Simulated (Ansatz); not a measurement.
Basis-set extrapolation for AlFH2O2, SMILES `[OH][Al]([OH])[F]` (PBE0-D4/def2-TZVP geometry, frozen core, Ansatz 0.2.0). Multiplicity 1, RHF reference.

```
                      def2-TZVPP   def2-QZVPP
                 HF  -492.577598  -492.597838
    MP2 correlation    -0.809330    -0.880431
CCSD(T) correlation    -0.838771    -0.907200
```

Energies in hartree. Use E(X) = E(∞) + A·exp(−7.88·√X) for Hartree–Fock and E(X) = E(∞) + B·X^(−2.97) for correlation, with X = 3 and 4.

Task: What is the CCSD(T) energy at the basis-set limit?

Result: HF limit: -492.597838 + (-0.020240) × 0.13774 = -492.60063. Correlation limit: -0.907200 + (-0.068429) × 0.74074 = -0.95789. Total: -493.55852 hartree, 373.2 kJ/mol below CCSD(T)/def2-TZVPP.
